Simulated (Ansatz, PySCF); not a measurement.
MnCl2, SMILES [Cl][Mn][Cl] (connectivity only; charge and spin as stated), neutral, multiplicity 6. Atoms are numbered in the order given.

```xyz
3

Mn    -0.0094    -0.0253    -0.0020
Cl     1.5466     0.3536    -1.4865
Cl    -1.5653    -0.4043     1.4824
```
Charge 0, spin multiplicity 6.

The structure is a stationary point at ωB97X-D3(BJ)/def2-TZVP. The multiplicity is an assumed one; other spin states were not compared. The isomer is the one that the SMILES or the coordinates give; other isomers of the formula were not compared.

Two levels are set side by side: PBE-D3(BJ)/def2-TZVP (Ansatz, a first-principles code) and ωB97X-D3(BJ)/def2-TZVP (PySCF). Each level has its own optimised geometry; the coordinates shown are those of the second. Frequencies come from the Hessian of PySCF at each geometry. Differences are taken from unrounded values.

```csv
quantity,ωB97X-D3(BJ)
mean bond length (Å),2.184
bond Mn1–Cl2 (Å),2.184
bond Mn1–Cl3 (Å),2.184
highest harmonic wavenumber (cm⁻¹),490
mean harmonic wavenumber (cm⁻¹),246
zero-point energy (kcal/mol),1.41
```

Task: What does PBE-D3(BJ) give, and how far is it from ωB97X-D3(BJ)? (The exact figures need the calculation; the answer reports its results.)

Result: 
```
quantity                            PBE-D3(BJ)  PBE-D3(BJ) minus ωB97X-D3(BJ)
----------------------------------  ----------  -----------------------------
mean bond length (Å)                     2.167                         -0.017
bond Mn1–Cl2 (Å)                         2.167                         -0.017
bond Mn1–Cl3 (Å)                         2.167                         -0.017
highest harmonic wavenumber (cm⁻¹)         479                            -11
mean harmonic wavenumber (cm⁻¹)            238                             -8
zero-point energy (kcal/mol)              1.36                          -0.05
```
